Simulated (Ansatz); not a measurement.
`[Br][InH][Br]` + silanol → `[SiH3][O][InH][Br]` + HBr at 298.15 K and 1 bar (ligand exchange at the In–Br bond).

Calculated with Ansatz (gas phase, PBE0-D4/def2-TZVP geometries, no zero-point term in ΔE). CCSD(T)/CBS adds triple-zeta CCSD(T) − MP2 to the extrapolated MP2 energy (def2 sets, frozen cores). Elements past krypton have def2 core potentials. For Br, In outer-core shells are correlated without core-valence functions, which leaves a few kJ/mol of doubt a bond. Scalar relativity is left out up to krypton. One conformer a species, not always the lowest.

```tsv
species	CCSD(T)/CBS energy (Eh)	H − E (kJ/mol)	S (J/(mol·K))
`[Br][InH][Br]`	-5337.15310	35.8	336.1
`O[SiH3]`	-366.69042	113.6	257.8
`[SiH3][O][InH][Br]`	-3129.89321	116.7	392.9
HBr	-2573.91920	24.6	198.6
```

H − E and S are ideal-gas, rigid-rotor, harmonic terms from PBE0-D4/def2-TZVP, for one conformer and one mirror image of each species. 1 Eh = 2625.50 kJ/mol, R = 8.31446 J/(mol·K).

**Question.** By hand: ΔE, ΔH, ΔS and ΔG.

**Answer.** ΔE = (-3129.89321) + (-2573.91920) − (-5337.15310) − (-366.69042) = 0.03111 Eh = 81.7 kJ/mol. Δ(H − E) = 116.7 + 24.6 − 35.8 − 113.6 = -8.1, so ΔH = 73.6 kJ/mol. ΔS = 392.9 + 198.6 − 336.1 − 257.8 = -2.4 J/(mol·K). ΔG = 73.6 − 298.15 × (-2.4)/1000 = 74.3 kJ/mol.

**Question.** By hand: the equilibrium constant, and the temperature at which ΔG would vanish if ΔH and ΔS stayed fixed.

**Answer.** log₁₀ K = −ΔG/(RT ln 10) = -13.0. ΔH and −TΔS have one sign here, so there is no such temperature.

The number of gas molecules stays the same, so ΔS is small and ΔH decides. A doubt of 5 kJ/mol in ΔE shifts log₁₀ K by 0.9 here. Other conformers and mirror images would add mixing entropy, several J/(mol·K) or more a flexible species. Modes under 60 cm⁻¹, often nearly free rotors, make the harmonic entropy too high. These are equilibria of isolated gas molecules and say nothing of rates. Largest T1 diagnostic: 0.013 (customary marks: 0.02 for closed shells, 0.045 for open ones).

ΔS is within the doubt of such terms, so its sign, and with it that verdict, could turn.
